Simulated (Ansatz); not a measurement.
Relaxation of CH3ClOTe (7 atoms, charge 0, multiplicity 1), to a largest force component of 0.015 eV/Å in at most 40 steps.

Computed with Ansatz, RKS PBE0/def2-SVP.

```xyz
7
Properties=species:S:1:pos:R:3:forces:R:3
O 0.272 1.207 0.186 -3.14 2.06 -1.10
C -0.065 -0.070 0.541 0.15 0.30 0.88
Cl 1.397 -0.847 1.102 0.63 -0.22 0.72
Te -0.743 -1.145 -1.151 -0.77 -0.99 -0.90
H -0.648 1.665 -0.053 3.02 -1.20 0.77
H -0.812 -0.071 1.362 0.16 -0.33 -0.13
H -0.863 -2.594 -0.288 -0.05 0.38 -0.24
```

Task: Where does it end, and by what steps?

Result: The run converged. After 17 steps the energy has fallen by 0.341 eV; H7 moved furthest, 0.55 Å.

```json
{"step": "0", "energy less start (eV)": "0.0000", "largest force component (eV/Å)": "3.137", "accepted": "yes"}
{"step": "1", "energy less start (eV)": "-0.2740", "largest force component (eV/Å)": "1.178", "accepted": "yes"}
{"step": "2", "energy less start (eV)": "-0.3150", "largest force component (eV/Å)": "0.396", "accepted": "yes"}
{"step": "3", "energy less start (eV)": "-0.3232", "largest force component (eV/Å)": "0.298", "accepted": "yes"}
{"step": "4", "energy less start (eV)": "-0.3332", "largest force component (eV/Å)": "0.137", "accepted": "yes"}
{"step": "5", "energy less start (eV)": "-0.3370", "largest force component (eV/Å)": "0.098", "accepted": "yes"}
{"step": "6", "energy less start (eV)": "-0.3384", "largest force component (eV/Å)": "0.044", "accepted": "yes"}
{"step": "7", "energy less start (eV)": "-0.3389", "largest force component (eV/Å)": "0.095", "accepted": "yes"}
{"step": "8", "energy less start (eV)": "-0.3394", "largest force component (eV/Å)": "0.130", "accepted": "yes"}
{"step": "9", "energy less start (eV)": "-0.3399", "largest force component (eV/Å)": "0.124", "accepted": "yes"}
{"step": "10", "energy less start (eV)": "-0.3405", "largest force component (eV/Å)": "0.063", "accepted": "yes"}
{"step": "11", "energy less start (eV)": "-0.3409", "largest force component (eV/Å)": "0.059", "accepted": "yes"}
{"step": "12", "energy less start (eV)": "-0.3409", "largest force component (eV/Å)": "0.085", "accepted": "no"}
{"step": "13", "energy less start (eV)": "-0.3411", "largest force component (eV/Å)": "0.034", "accepted": "yes"}
{"step": "14", "energy less start (eV)": "-0.3412", "largest force component (eV/Å)": "0.022", "accepted": "yes"}
{"step": "15", "energy less start (eV)": "-0.3412", "largest force component (eV/Å)": "0.024", "accepted": "yes"}
{"step": "16", "energy less start (eV)": "-0.3413", "largest force component (eV/Å)": "0.017", "accepted": "yes"}
{"step": "17", "energy less start (eV)": "-0.3413", "largest force component (eV/Å)": "0.008", "accepted": "yes"}
```

```xyz
7
Properties=species:S:1:pos:R:3
O 0.148 1.242 0.229
C 0.066 -0.087 0.551
Cl 1.624 -0.579 1.225
Te -0.514 -1.275 -1.233
H -0.724 1.528 -0.074
H -0.694 -0.316 1.315
H -1.369 -2.369 -0.313
```

Run time: 100 s on 1 thread of Intel(R) Xeon(R) Processor @ 2.70GHz (shared host), peak memory 0.2 GiB.
